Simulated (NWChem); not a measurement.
C2H8Zr; SMILES [CH3][ZrH2][CH3]

No frequency run checked for a minimum. def2 effective core potentials on Zr; no spin-orbit coupling.

Problem. Give the equilibrium geometry at PBE0/def2-SVP with def2 effective core potentials on Zr (NWChem) as a Z-matrix, with the point group.

Solution. point group C2v; any orientation.
```
Zr
H 1 1.8655
H 1 1.8655 2 112.98
C 1 2.1942 2 109.11 3 121.59
H 4 1.1060 1 111.81 2 58.07
H 4 1.1060 5 107.77 1 -123.34
H 4 1.1069 5 107.65 6 -115.83
C 1 2.1942 2 109.14 3 -121.57
H 8 1.1060 1 111.81 2 -178.04
H 8 1.1060 9 107.77 1 -123.34
H 8 1.1069 9 107.65 10 -115.83
```
